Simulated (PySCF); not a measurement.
A PySCF script (with the pyscf-properties extension) for the NMR shieldings of Mg₂S₂, on a PBE0-D3(BJ)/def2-SVP geometry:

```python
import basis_set_exchange as bse
import numpy as np
from pyscf import gto, dft
from pyscf.prop import nmr

atoms = """
Mg   -1.255581    0.062425   -0.452825
S    -0.649214   -0.489210    1.731385
Mg    1.255485   -0.062501    0.453127
S     0.649310    0.489285   -1.731687
"""
names = dict.fromkeys(["Mg", "S"], "pcSseg-1")
basis = {el: gto.basis.parse(bse.get_basis(n, elements=[el], fmt="nwchem")) for el, n in names.items()}
mol = gto.M(atom=atoms, basis=basis, charge=0, verbose=0)
mf = dft.RKS(mol, xc="B3LYP")
mf.grids.level = 2
mf.grids.alignment = dft.numint.BLKSIZE   # the property module wants whole blocks of grid points
mf.conv_tol = 1e-9
mf.kernel()

calc = nmr.RKS(mf)   # GIAO
C = mf.mo_coeff
Co = C[:, mf.mo_occ > 0]
resp = mf.gen_response(singlet=True, hermi=2)
def vind(x):   # induced exchange potential for any number of trial vectors
    d = np.einsum("pi,xij,qj->xpq", C, 2 * x.reshape(-1, C.shape[1], Co.shape[1]), Co, optimize=True)
    return np.einsum("xpq,pi,qj->xij", resp(d - d.transpose(0, 2, 1)), C, Co, optimize=True).ravel()
mo1, _ = nmr.rhf.solve_mo1(calc, with_cphf=vind)
sigma = calc.kernel(mo1)
for i, s in enumerate(sigma):   # ppm
    w = np.linalg.eigvalsh((s + s.T) / 2)
    print("%2d %-2s iso %8.1f  s11 %8.1f  s22 %8.1f  s33 %8.1f" % (i, mol.atom_pure_symbol(i), w.mean(), *w))
```

**Question.** What does it print?

**Answer.** 
```
 0 Mg iso    442.6  s11    276.6  s22    385.5  s33    665.6
 1 S  iso    684.6  s11    331.2  s22    650.8  s33   1071.7
 2 Mg iso    442.6  s11    276.6  s22    385.5  s33    665.6
 3 S  iso    684.5  s11    331.2  s22    650.9  s33   1071.5
```

These numbers come from an equivalent density-fitted implementation of the same equations, which agrees with the script to about 0.01 ppm for H and up to a few tenths of a ppm for heavy atoms, so last digits may differ.

Size and cost of the density-fitted run: 80 basis functions, 2.9 s wall time on 1 thread of an Arm Neoverse V1, shared host.
